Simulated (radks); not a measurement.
The nuclear charge of the phosphorus ion P+ is varied continuously with 14 electrons held in [Ne] 3s2 3p2. Method: non-relativistic Kohn-Sham, LDA (Slater exchange, Perdew-Wang correlation), spin-polarised, spherical densities, point nucleus; open shells are filled with parallel spins first; computed with a radial shooting solver on a logarithmic mesh with Libxc functionals. By the Hellmann-Feynman theorem dE/dZ = E(electron-nucleus)/Z, the electronic potential at the nucleus.

Z,E (hartree),E(electron-nucleus)/Z (hartree),HOMO,e(HOMO) (eV),<r> HOMO (bohr)
14.6,-318.51565,-51.8457,3p,-10.399,2.315
14.8,-328.97460,-52.7436,3p,-12.630,2.208
15,-339.61303,-53.6406,3p,-15.005,2.112
15.2,-350.43081,-54.5370,3p,-17.524,2.026
15.4,-361.42778,-55.4327,3p,-20.182,1.948
15.6,-372.60384,-56.3278,3p,-22.978,1.877
15.8,-383.95888,-57.2225,3p,-25.911,1.811
16,-395.49280,-58.1167,3p,-28.978,1.751

The central difference of E at Z = 15 is -53.641 hartree, to compare with the third column; the second derivative is -4.48 hartree.
